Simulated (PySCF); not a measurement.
PySCF input for Ga(Me)(NH2)2 (CH7GaN2), SMILES [NH2][Ga]([CH3])[NH2], TDDFT-B3LYP/def2-SVPD. Geometry optimised at TPSSh-D3(BJ)/def2-SVP. The structure was generated by enumeration; whether it is a known compound was not checked. One conformer was computed; it need not be the lowest.

```python
import numpy as np
from pyscf import gto, scf, dft, tdscf

mol = gto.M(
    atom='''
    Ga    0.00111586    0.00249556    0.00208081
    C    -1.40840553   -1.34427909   -0.26215432
    H    -1.12860491   -2.03318715   -1.07595641
    H    -2.36297045   -0.86788545   -0.53465994
    H    -1.56388781   -1.94212015    0.64927238
    N     0.00586865    1.59409753   -0.89481237
    H    -0.63410546    1.80379439   -1.65471249
    H     0.77449477    2.25778358   -0.87365540
    N     1.39489835   -0.25808501    1.15333839
    H     2.09201464    0.44647175    1.37511529
    H     1.43353189   -1.02863252    1.81333503
    ''',
    basis='def2-SVPD',
    charge=0,
    spin=0,
    max_memory=1600,
    verbose=4,
)
mf = dft.RKS(mol, xc='b3lyp').density_fit(auxbasis='def2-universal-jkfit')
mf.grids.level = 3
mf.conv_tol = 1e-9
mf.max_cycle = 100
mf.kernel()
mf.grids = dft.Grids(mol).set(level=1).build(with_non0tab=True)  # coarser grid for the response kernel
td = tdscf.TDDFT(mf)
td.singlet = True
td.nstates = 10
td.conv_tol = 1e-4
td.positive_eig_threshold = 1e-6
td.kernel(x0=td.get_init_guess(mf, 15))
td.analyze()
tt = tdscf.TDA(mf)
tt.singlet = False
tt.nstates = 4
tt.conv_tol = 1e-4
tt.positive_eig_threshold = 1e-6
tt.kernel(x0=tt.get_init_guess(mf, 9))
tt.analyze(verbose=3)
```

Log of the run:

```
PySCF version 2.14.0

[INPUT] verbose = 4
[INPUT] num. atoms = 11
[INPUT] num. electrons = 58
[INPUT] charge = 0
[INPUT] spin (= nelec alpha-beta = 2S) = 0
[INPUT] symmetry False subgroup None
[INPUT] Mole.unit = angstrom
[INPUT] Symbol           X                Y                Z      unit          X                Y                Z       unit  Magmom
[INPUT]  1 Ga     0.001115860000   0.002495560000   0.002080810000 AA    0.002108669793   0.004715924927   0.003932161017 Bohr   0.0
[INPUT]  2 C     -1.408405530000  -1.344279090000  -0.262154320000 AA   -2.661500724023  -2.540319315080  -0.495399867172 Bohr   0.0
[INPUT]  3 H     -1.128604910000  -2.033187150000  -1.075956410000 AA   -2.132754182739  -3.842166873485  -2.033262936870 Bohr   0.0
[INPUT]  4 H     -2.362970450000  -0.867885450000  -0.534659940000 AA   -4.465366990940  -1.640065807995  -1.010360856376 Bohr   0.0
[INPUT]  5 H     -1.563887810000  -1.942120150000   0.649272380000 AA   -2.955319650446  -3.670075184499   1.226946978445 Bohr   0.0
[INPUT]  6 N      0.005868650000   1.594097530000  -0.894812370000 AA    0.011090141221   3.012407747546  -1.690950312173 Bohr   0.0
[INPUT]  7 H     -0.634105460000   1.803794390000  -1.654712490000 AA   -1.198285653491   3.408677382127  -3.126953420997 Bohr   0.0
[INPUT]  8 H      0.774494770000   2.257783580000  -0.873655400000 AA    1.463583000208   4.266592614740  -1.650969433247 Bohr   0.0
[INPUT]  9 N      1.394898350000  -0.258085010000   1.153338390000 AA    2.635975853108  -0.487709985756   2.179493686047 Bohr   0.0
[INPUT] 10 H      2.092014640000   0.446471750000   1.375115290000 AA    3.953334718181   0.843709329855   2.598591287802 Bohr   0.0
[INPUT] 11 H      1.433531890000  -1.028632520000   1.813335030000 AA    2.708982662930  -1.943833745621   3.426706578780 Bohr   0.0

nuclear repulsion = 282.57271438823
number of shells = 66
number of NR pGTOs = 240
number of NR cGTOs = 154
basis = def2-SVPD
ecp = {}


******** <class 'pyscf.df.df_jk.DFRKS'> ********
method = DFRKS
initial guess = minao
damping factor = 0
level_shift factor = 0
DIIS = <class 'pyscf.scf.diis.CDIIS'>
diis_start_cycle = 1
diis_space = 8
diis_damp = 0
SCF conv_tol = 1e-09
SCF conv_tol_grad = None
SCF max_cycles = 100
direct_scf = False
XC library pyscf.dft.libxc version 7.1.2
    S. Lehtola, C. Steigemann, M. J. T. Oliveira, and M. A. L. Marques,  SoftwareX 7, 1–5 (2018)
XC functionals = b3lyp
    P. J. Stephens, F. J. Devlin, C. F. Chabalowski, and M. J. Frisch,  J. Phys. Chem. 98, 11623 (1994)
radial grids:
    Treutler-Ahlrichs [JCP 102, 346 (1995); DOI:10.1063/1.469408] (M4) radial grids

becke partition: Becke, JCP 88, 2547 (1988); DOI:10.1063/1.454033
pruning grids: <function nwchem_prune>
grids dens level: 3
symmetrized grids: False
atomic radii adjust function: <function treutler_atomic_radii_adjust>
small_rho_cutoff = 0
Set gradient conv threshold to 3.16228e-05
Initial guess from minao.
tot grids = 131488
******** <class 'pyscf.df.df.DF'> ********
auxbasis = def2-universal-jkfit
init E= -2075.8968737064
  HOMO = -0.305311204192646  LUMO = -0.0595263551815925  gap/eV = 6.68815
cycle= 1 E= -2076.29782728539  delta_E= -0.401  |g|= 0.865  |ddm|= 4.94
  HOMO = -0.125917661356017  LUMO = 0.00137205206926616  gap/eV = 3.46373
cycle= 2 E= -2076.06771096254  delta_E= 0.23  |g|= 1.36  |ddm|= 2.93
  HOMO = -0.247977728414424  LUMO = -0.0185587512376784  gap/eV = 6.24281
cycle= 3 E= -2076.43431347836  delta_E= -0.367  |g|= 0.122  |ddm|= 1.92
  HOMO = -0.235492782114097  LUMO = -0.0180082776371471  gap/eV = 5.91805
cycle= 4 E= -2076.43779416916  delta_E= -0.00348  |g|= 0.0324  |ddm|= 0.154
  HOMO = -0.236786089588146  LUMO = -0.0178645583779122  gap/eV = 5.95716
cycle= 5 E= -2076.43801793639  delta_E= -0.000224  |g|= 0.00526  |ddm|= 0.0431
  HOMO = -0.23661335600765  LUMO = -0.0177071791777843  gap/eV = 5.95674
cycle= 6 E= -2076.43802573173  delta_E= -7.8e-06  |g|= 0.0012  |ddm|= 0.0146
  HOMO = -0.236832148988702  LUMO = -0.0177862032625336  gap/eV = 5.96054
cycle= 7 E= -2076.43802599588  delta_E= -2.64e-07  |g|= 0.000548  |ddm|= 0.003
  HOMO = -0.236844334536956  LUMO = -0.0177861701995878  gap/eV = 5.96088
cycle= 8 E= -2076.43802605081  delta_E= -5.49e-08  |g|= 5.68e-05  |ddm|= 0.000729
  HOMO = -0.236841656781346  LUMO = -0.0177849610571852  gap/eV = 5.96084
cycle= 9 E= -2076.43802605181  delta_E= -9.98e-10  |g|= 8.91e-06  |ddm|= 0.000107
  HOMO = -0.236840408389623  LUMO = -0.0177848177135349  gap/eV = 5.96081
Extra cycle  E= -2076.4380260518  delta_E= 1.41e-11  |g|= 1.19e-05  |ddm|= 2.48e-05
converged SCF energy = -2076.4380260518
tot grids = 40144
Overwritten attributes  positive_eig_threshold  of <class 'pyscf.tdscf.rks.TDDFT'>


******** <class 'pyscf.tdscf.rks.TDDFT'> for <class 'pyscf.df.df_jk.DFRKS'> ********
nstates = 10 singlet
deg_eia_thresh = 1.000e-03
wfnsym = None
conv_tol = 0.0001
eigh lindep = 1e-12
eigh level_shift = 0
eigh max_cycle = 100


Excitation energies (eV)
[5.02175372 5.83307628 6.26346299 6.52732872 6.64193509 6.82843101
 7.0501685  7.16466902 7.24286129 7.45442249]

** Singlet excitation energies and oscillator strengths **
Excited State   1:      5.02175 eV    246.89 nm  f=0.0004
      29 -> 30       -0.70252
Excited State   2:      5.83308 eV    212.55 nm  f=0.0936
      28 -> 30        0.69293
      29 -> 33        0.12117
Excited State   3:      6.26346 eV    197.95 nm  f=0.1042
      29 -> 31        0.69311
Excited State   4:      6.52733 eV    189.95 nm  f=0.0009
      29 -> 32       -0.69231
Excited State   5:      6.64194 eV    186.67 nm  f=0.0174
      28 -> 30        0.12526
      29 -> 33       -0.68571
Excited State   6:      6.82843 eV    181.57 nm  f=0.0224
      27 -> 30        0.58802
      28 -> 31       -0.38366
Excited State   7:      7.05017 eV    175.86 nm  f=0.1837
      27 -> 30       -0.37976
      28 -> 31       -0.57272
Excited State   8:      7.16467 eV    173.05 nm  f=0.0041
      28 -> 33        0.37224
      29 -> 34       -0.58025
Excited State   9:      7.24286 eV    171.18 nm  f=0.0029
      28 -> 32       -0.66089
      28 -> 35        0.10575
      29 -> 36        0.17694
Excited State  10:      7.45442 eV    166.32 nm  f=0.0119
      27 -> 31       -0.68591

** Transition electric dipole moments (AU) **
state          X           Y           Z        Dip. S.      Osc.
  1         0.0459      0.0320      0.0158      0.0034      0.0004
  2         0.4430     -0.3797     -0.5608      0.6549      0.0936
  3        -0.4096      0.5222     -0.4884      0.6790      0.1042
  4         0.0083      0.0689     -0.0243      0.0054      0.0009
  5        -0.1356      0.0989      0.2801      0.1066      0.0174
  6         0.2434      0.2636      0.0707      0.1337      0.0224
  7        -0.7648     -0.6803     -0.1260      1.0636      0.1837
  8         0.0690      0.1336     -0.0295      0.0235      0.0041
  9         0.0979     -0.0451     -0.0670      0.0161      0.0029
 10         0.1389     -0.1416     -0.1613      0.0654      0.0119

** Transition velocity dipole moments (imaginary part, AU) **
state          X           Y           Z        Dip. S.      Osc.
  1         0.0089      0.0067      0.0028      0.0001      0.0005
  2         0.1043     -0.0895     -0.1286      0.0354      0.1102
  3        -0.0954      0.1212     -0.1117      0.0363      0.1050
  4         0.0033      0.0180     -0.0057      0.0004      0.0010
  5        -0.0322      0.0214      0.0677      0.0061      0.0166
  6         0.0672      0.0715      0.0189      0.0100      0.0265
  7        -0.2021     -0.1803     -0.0334      0.0745      0.1917
  8         0.0186      0.0361     -0.0078      0.0017      0.0043
  9         0.0283     -0.0142     -0.0221      0.0015      0.0037
 10         0.0390     -0.0398     -0.0443      0.0051      0.0123

** Transition magnetic dipole moments (imaginary part, AU) **
state          X           Y           Z
  1        -0.4730     -0.4512     -0.0873
  2         0.1962     -0.2675      0.3270
  3        -0.1284      0.1717     -0.0009
  4         0.0537      0.0557     -0.0035
  5        -0.1215      0.1459     -0.1471
  6         0.0831      0.0782      0.0187
  7         0.0434      0.0732      0.0014
  8        -0.1439     -0.1179     -0.0340
  9        -0.1922      0.2295     -0.1885
 10        -0.4842      0.6182     -0.7552
Overwritten attributes  positive_eig_threshold  of <class 'pyscf.tdscf.rks.TDA'>


******** <class 'pyscf.tdscf.rks.TDA'> for <class 'pyscf.df.df_jk.DFRKS'> ********
nstates = 4 triplet
deg_eia_thresh = 1.000e-03
wfnsym = None
conv_tol = 0.0001
eigh lindep = 1e-12
eigh level_shift = 0
eigh max_cycle = 100


Excitation energies (eV)
[4.79033822 5.28958078 5.45889798 5.93801188]

** Triplet excitation energies and oscillator strengths **
Excited State   1:      4.79034 eV    258.82 nm  f=0.0000
Excited State   2:      5.28958 eV    234.39 nm  f=0.0000
Excited State   3:      5.45890 eV    227.12 nm  f=0.0000
Excited State   4:      5.93801 eV    208.80 nm  f=0.0000
```

The calculation finished and met its thresholds.
